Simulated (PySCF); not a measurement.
Species: 4-chlorobenzaldehyde, C₇H₅ClO.
Bonds: O1–C2 (double), C2–C3, C3–C4 (aromatic), C4–C5 (aromatic), C5–C6 (aromatic), C6–Cl7, C6–C8 (aromatic), C8–C9 (aromatic), C3–C9 (aromatic). Hydrogens: H10 on C2; H11 on C4; H12 on C5; H13 on C8; H14 on C9.

Computed with PySCF at CAM-B3LYP/def2-SVPD, non-relativistic, on one gas-phase PBE0-D3(BJ)/def2-SVP geometry that isn't relaxed in the solvent. The solvent is an IEF-PCM continuum (van der Waals radii × 1.2). Specific hydrogen bonds and non-electrostatic terms are outside this model.

Gas phase at CAM-B3LYP/def2-SVPD: HOMO -8.82 eV, LUMO -1.14 eV, dipole 2.27 D.

Problem. What does the continuum do to the energy, the frontier levels and the dipole at CAM-B3LYP/def2-SVPD in dichloromethane and acetone?

Solution. 
```json
{"solvent": "dichloromethane", "ε": "8.93", "E(solvent) − E(gas) (kcal/mol)": "-5.21", "polarisation term (kcal/mol)": "-6.13", "distortion of the solute (kcal/mol)": "0.92", "HOMO (eV)": "-8.68", "LUMO (eV)": "-1.03", "dipole (D)": "2.99"}
{"solvent": "acetone", "ε": "20.49", "E(solvent) − E(gas) (kcal/mol)": "-5.81", "polarisation term (kcal/mol)": "-6.98", "distortion of the solute (kcal/mol)": "1.17", "HOMO (eV)": "-8.67", "LUMO (eV)": "-1.02", "dipole (D)": "3.08"}
```

Polarisation term: ½ Σ q·V over the induced surface charges. Distortion: the rise of the solute's own energy as its density leaves the gas-phase optimum. From dichloromethane to acetone the lowering changes by a factor 1.12, Onsager's factor (ε − 1)/(2ε + 1) by 1.10 and ε itself by 2.3.

Problem. Which radius a makes the point-dipole formula ΔE = −[(ε − 1)/(2ε + 1)]·μ²/a³ give the value in acetone, with the gas-phase dipole?

Solution. μ = 0.894 au and |ΔE| = 0.00927 Eh give a = 1.81 Å; the farthest nucleus lies 3.58 Å from the centroid of the nuclei, so such a sphere wouldn't even hold the nuclei. The formula assumes a rigid point dipole at the centre of a sphere.

Problem. How does the static polarisability (CAM-B3LYP/def2-SVPD, frozen core, with the continuum's full static response) change?

Solution. 
```csv
medium,isotropic (au),principal values (au),⟨r²⟩ of the electrons (bohr²)
gas,100.5,"56.1, 97.6, 147.6",1670.1
dichloromethane,134.4,"73.3, 133.9, 196.0",1671.4
acetone,139.1,"76.4, 139.1, 201.8",1671.6
```

The isotropic value in acetone is 1.38 times the gas-phase one; no cavity-field correction is applied. ⟨r²⟩ is taken about the centre of nuclear charge.

Shape of the structure used: `[O:1]=[CH:2][c:3]1[cH:4][cH:5][c:6]([Cl:7])[cH:8][cH:9]1`: O1–C2–C3–C4 -1°.
